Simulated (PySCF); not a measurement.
Species: C₆H₈O₃S.
Numbering: `[CH3:1][C@@H:2]1[CH:3]=[CH:4][CH:5]=[C:6]1[S:7](=[O:8])(=[O:9])[OH:10]` (hydrogens: H11, H12, H13 on C1; H14 on C2; H15 on C3; H16 on C4; H17 on C5; H18 on O10)

The same species was optimised twice, with GFN2-xTB and with PBE0-D3(BJ)/def2-SVP (PySCF), and the same property calculations (PySCF, gas phase) were run on both structures.

| coordinate | GFN2-xTB | PBE0-D3(BJ)/def2-SVP | change |
| --- | --- | --- | --- |
| S7=O8 (Å) | 1.432 | 1.453 | +0.021 |
| S7=O9 (Å) | 1.426 | 1.446 | +0.020 |
| C6–S7 (Å) | 1.753 | 1.739 | -0.014 |
| C5=C6 (Å) | 1.339 | 1.352 | +0.013 |
| C3=C4 (Å) | 1.342 | 1.352 | +0.010 |
| C2–C6 (Å) | 1.491 | 1.499 | +0.008 |
| C4–C5 (Å) | 1.449 | 1.458 | +0.009 |
| S7–O10 (Å) | 1.623 | 1.630 | +0.007 |
| C2–C3 (Å) | 1.496 | 1.498 | +0.002 |
| C1–C2 (Å) | 1.530 | 1.528 | -0.002 |
| C1–C2–C6 (°) | 112.3 | 116.0 | +3.7 |
| O8–S7–O9 (°) | 119.6 | 123.0 | +3.4 |
| O9–S7–O10 (°) | 108.1 | 104.7 | -3.4 |
| C5–C6–S7 (°) | 128.3 | 125.0 | -3.3 |
| C2–C6–S7 (°) | 120.8 | 124.0 | +3.2 |
| C6–S7–O10 (°) | 100.9 | 102.8 | +1.9 |
| C6–S7–O8 (°) | 111.0 | 109.3 | -1.7 |
| C6–S7–O9 (°) | 109.3 | 108.3 | -1.0 |
| C5–C6–S7–O8 (°) | 21 | 7 | -14 |

Rotational constants: A = 2134, B = 979.9, C = 807.7 MHz (GFN2-xTB) against A = 2056, B = 978.3, C = 791.0 MHz (PBE0-D3(BJ)/def2-SVP). Point groups within 0.08 Å: C1 and C1.

On the GFN2-xTB structure: HOMO (eV) -7.29 [PBE0/pcSseg-1]; LUMO (eV) -1.75 [PBE0/pcSseg-1]; dipole (D) 4.21 [PBE0/pcSseg-1]; GIAO shielding of C1 (ppm) 171.2 [PBE0/pcSseg-1]; GIAO shielding of C2 (ppm) 132.5 [PBE0/pcSseg-1]; GIAO shielding of C3 (ppm) 28.6 [PBE0/pcSseg-1]; GIAO shielding of C4 (ppm) 50.0 [PBE0/pcSseg-1]; GIAO shielding of C5 (ppm) 43.4 [PBE0/pcSseg-1]; GIAO shielding of C6 (ppm) 27.7 [PBE0/pcSseg-1]; GIAO shielding of S7 (ppm) 201.6 [PBE0/pcSseg-1]; GIAO shielding of O8 (ppm) 107.6 [PBE0/pcSseg-1].

Q: What do these properties become on the PBE0-D3(BJ)/def2-SVP structure?

A: 
```json
{"property": "HOMO (eV)", "level": "PBE0/pcSseg-1", "on GFN2-xTB": "-7.29", "on PBE0-D3(BJ)/def2-SVP": "-7.31", "change": "-0.02"}
{"property": "LUMO (eV)", "level": "PBE0/pcSseg-1", "on GFN2-xTB": "-1.75", "on PBE0-D3(BJ)/def2-SVP": "-1.86", "change": "-0.11"}
{"property": "dipole (D)", "level": "PBE0/pcSseg-1", "on GFN2-xTB": "4.21", "on PBE0-D3(BJ)/def2-SVP": "4.84", "change": "+0.63"}
{"property": "energy, GFN2-xTB geometry as zero (kcal/mol)", "level": "PBE0/pcSseg-1", "on GFN2-xTB": "0.0", "on PBE0-D3(BJ)/def2-SVP": "-3.6", "change": "-3.6"}
{"property": "GIAO shielding of C1 (ppm)", "level": "PBE0/pcSseg-1", "on GFN2-xTB": "171.2", "on PBE0-D3(BJ)/def2-SVP": "169.8", "change": "-1.4"}
{"property": "GIAO shielding of C2 (ppm)", "level": "PBE0/pcSseg-1", "on GFN2-xTB": "132.5", "on PBE0-D3(BJ)/def2-SVP": "132.6", "change": "+0.1"}
{"property": "GIAO shielding of C3 (ppm)", "level": "PBE0/pcSseg-1", "on GFN2-xTB": "28.6", "on PBE0-D3(BJ)/def2-SVP": "25.6", "change": "-3.0"}
{"property": "GIAO shielding of C4 (ppm)", "level": "PBE0/pcSseg-1", "on GFN2-xTB": "50.0", "on PBE0-D3(BJ)/def2-SVP": "48.2", "change": "-1.8"}
{"property": "GIAO shielding of C5 (ppm)", "level": "PBE0/pcSseg-1", "on GFN2-xTB": "43.4", "on PBE0-D3(BJ)/def2-SVP": "36.6", "change": "-6.8"}
{"property": "GIAO shielding of C6 (ppm)", "level": "PBE0/pcSseg-1", "on GFN2-xTB": "27.7", "on PBE0-D3(BJ)/def2-SVP": "28.4", "change": "+0.7"}
{"property": "GIAO shielding of S7 (ppm)", "level": "PBE0/pcSseg-1", "on GFN2-xTB": "201.6", "on PBE0-D3(BJ)/def2-SVP": "188.2", "change": "-13.4"}
{"property": "GIAO shielding of O8 (ppm)", "level": "PBE0/pcSseg-1", "on GFN2-xTB": "107.6", "on PBE0-D3(BJ)/def2-SVP": "95.0", "change": "-12.6"}
```

The heavy atoms differ by 0.120 Å rms after alignment. Among bonds between heavy atoms S7=O8 and S7=O9 change most and about equally (+0.020 to +0.021 Å). Changes are differences of the printed values. Neither structure is proved a minimum here.

Shape of the structure used: `[CH3:1][C@@H:2]1[CH:3]=[CH:4][CH:5]=[C:6]1[S:7](=[O:8])(=[O:9])[OH:10]`: C5–C6–S7–O8 7°, H–O10–S7–C6 90°.
